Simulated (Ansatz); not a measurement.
Geometry optimisation, RKS r2SCANh/def2-SVP in Ansatz 0.2.0.

Input file:

```yaml
crystal:
  periodic: [false, false, false]
  atoms:
    - { symbol: Sn, position_ang: [0.209205, 0.0, -0.015656] }
    - { symbol: Cl, position_ang: [1.027728, 0.0, 2.225245] }
    - { symbol: H, position_ang: [1.908641, 0.0, -0.236474] }
    - { symbol: H, position_ang: [-0.676487, 1.418241, -0.352357] }
    - { symbol: H, position_ang: [-0.676487, -1.418241, -0.352357] }
basis:
  gaussian: { orbitals: def2-SVP }
hamiltonian:
  xc: r2scanh
relax:
  f_tol: 0.03
  max_steps: 50
```

Command:

```bash
$ ansatz run input.yaml --threads 1 --pin off --max-ram 2048MiB --backend cpu --events-out ev --progress --plain --runs-dir out
```

Q: Where does it end, and by what steps?

A: The forces met the threshold. After 3 steps the energy has fallen by 0.471 eV; H3 moved furthest, 0.43 Å.

```
step  energy less start (eV)  largest force component (eV/Å)  accepted
   0                  0.0000                           1.145       yes
   1                 -0.3267                           0.542       yes
   2                 -0.4626                           0.205       yes
   3                 -0.4710                           0.013       yes
```

```xyz
5
Properties=species:S:1:pos:R:3
Sn 0.325 0.000 0.071
Cl 0.727 0.000 2.396
H 1.860 0.000 -0.668
H -0.560 1.417 -0.266
H -0.560 -1.417 -0.266
```

Whether the end is a true minimum wasn't checked by a vibrational analysis.

Run time: 7.8 s on 1 thread of Intel(R) Xeon(R) 6975P-C (Granite Rapids), on a shared host, peak memory 0.14 GiB.
